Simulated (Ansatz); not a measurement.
`S[CH2][GaH2]`, charge 0, multiplicity 1.

Give a relaxed structure at PBE0-D4/def2-TZVP (Ansatz 0.2.0). (Best estimate.)

Computed: 
Z-matrix (Å, degrees):
```
C
Ga 1 1.974
S 1 1.841 2 86.7
H 1 1.086 2 123.6 3 -112.7
H 1 1.088 2 115.8 3 105.7
H 2 1.566 1 117.0 3 84.2
H 2 1.562 1 117.8 3 -90.7
H 3 1.343 1 97.2 2 -79.3
```
